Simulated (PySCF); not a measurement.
ClIPb, neutral, multiplicity 1. Atoms are numbered in the order given.

```xyz
3

Pb     0.5057    -0.8359     0.0000
Cl    -1.7330    -1.9598     0.0000
I     -0.2265     1.9219     0.0000
```

Coordinates come from a PBE-D3(BJ)/def2-SVP optimisation. The def2 effective core potentials stand for the cores of I, Pb; spin–orbit coupling is left out.

Method: TDA-B3LYP/def2-SVPD in PySCF.

Vertical excitations. The molecule is in vacuum. State labels are in the subgroup Cs.

```csv
state,symmetry,energy (eV),λ (nm),f,main pairs
S1,A",2.72,456,0.000,HOMO→LUMO 100 %
S2,A",3.18,390,0.004,HOMO−2→LUMO 99 %
S3,A',3.34,371,0.035,HOMO−1→LUMO 90 %
S4,A",4.13,300,0.004,HOMO−4→LUMO 99 %
S5,A',4.33,287,0.001,"HOMO→LUMO+1 63 %, HOMO−3→LUMO 34 %"
S6,A',4.46,278,0.022,"HOMO−3→LUMO 54 %, HOMO→LUMO+1 33 %"
S7,A",4.54,273,0.000,HOMO−1→LUMO+1 99 %
S8,A",4.71,263,0.003,HOMO−5→LUMO 98 %
S9,A',4.88,254,0.010,"HOMO→LUMO+2 67 %, HOMO−2→LUMO+1 27 %"
S10,A",5.09,244,0.006,HOMO−1→LUMO+2 99 %
T1,A",2.58,481,0,HOMO→LUMO 93 %
T2,A',2.70,458,0,HOMO−1→LUMO 99 %
T3,A",2.81,441,0,HOMO−2→LUMO 92 %
T4,A',3.78,328,0,HOMO−3→LUMO 99 %
```
Triplets are in the Tamm–Dancoff approximation.
